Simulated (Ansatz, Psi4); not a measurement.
Psi4 was given this input:
```
memory 2 GB

molecule mol {
0 1
Cl    2.230833    0.178301    0.001666
C     0.505653    0.040415    0.000378
C    -0.270115    1.188040    0.019311
C    -1.649225    1.070452    0.018162
C    -2.244936   -0.179428   -0.001677
C    -1.458233   -1.318817   -0.020483
C    -0.077952   -1.215859   -0.019571
H     0.201293    2.158229    0.034705
H    -2.258747    1.961460    0.032865
H    -3.320984   -0.265432   -0.002481
H    -1.918469   -2.295326   -0.035985
H     0.541595   -2.098853   -0.034150
}

set {
  basis sto-3g
  reference rhf
  freeze_core true
  mp2_type conv
  scf_type pk
  puream true
  d_convergence 1e-8
}

energy('ccsd(t)')
print_variables()
```

Problem. Give the equivalent Ansatz (a quantum-chemistry and plane-wave program) input.

Solution. One answer among several that fit: 
Ansatz 0.2 input:
```yaml
crystal:
  periodic: [false, false, false]
  atoms:
    - {symbol: Cl, position_ang: [2.23083293, 0.17830076, 0.00166627]}
    - {symbol: C, position_ang: [0.50565329, 0.04041467, 0.00037769]}
    - {symbol: C, position_ang: [-0.27011462, 1.18803954, 0.01931055]}
    - {symbol: C, position_ang: [-1.64922549, 1.07045173, 0.01816171]}
    - {symbol: C, position_ang: [-2.24493585, -0.17942795, -0.00167681]}
    - {symbol: C, position_ang: [-1.45823275, -1.31881734, -0.02048276]}
    - {symbol: C, position_ang: [-0.07795243, -1.21585902, -0.01957054]}
    - {symbol: H, position_ang: [0.20129330, 2.15822886, 0.03470485]}
    - {symbol: H, position_ang: [-2.25874719, 1.96145975, 0.03286497]}
    - {symbol: H, position_ang: [-3.32098418, -0.26543181, -0.00248054]}
    - {symbol: H, position_ang: [-1.91846938, -2.29532648, -0.03598506]}
    - {symbol: H, position_ang: [0.54159475, -2.09885305, -0.03414996]}
basis:
  gaussian:
    orbitals: STO-3G
magnetization: {spin_polarized: false}
correlation: {method: ccsd_t, electrons: outside_noble_gas}
accuracy: high
```

Both were run: Psi4 gave -682.325099 Eh and Ansatz -682.325099 Eh, 0.000 mEh apart.
